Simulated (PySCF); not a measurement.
Be(H)(SiH3) (BeH4Si), SMILES [BeH][SiH3].

Coordinates come from a B3LYP-D3(BJ)/def2-TZVP optimisation.

Computed with B3LYP-D3(BJ)/def2-TZVP (PySCF 2.14.0).

Frequencies are harmonic and unscaled.

Modes within 1.5 cm⁻¹ of each other (mostly degenerate sets) share a row, with their intensities summed.

```
mode   ν (cm⁻¹)  IR (km/mol)  moving atoms (share of kinetic energy)
-----  --------  -----------  --------------------------------------
1–2         363        134.8                                  H 96 %
3           571          9.4                Be 67 %, Si 21 %, H 12 %
4–5         582        106.2                         H 69 %, Be 25 %
6           887        162.0                          H 91 %, Si 9 %
7–8         950         93.1                                  H 98 %
9          2135        220.8                         H 89 %, Be 11 %
10–12      2188        235.5                                  H 99 %
```
